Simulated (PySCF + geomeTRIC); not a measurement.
Species: [Ti(F)4] (charge 0, multiplicity 1).

Problem. Give a relaxed geometry from TPSS-D3(BJ)/def2-SVP (PySCF + geomeTRIC).

Solution. the end point of this relaxation.
Cartesian coordinates (Å) in one orientation:
```xyz
5

Ti    -0.022    -0.005    -0.073
F     -1.490     0.194    -0.993
F      0.184     1.364     0.985
F      1.336    -0.110    -1.161
F     -0.118    -1.464     0.875
```
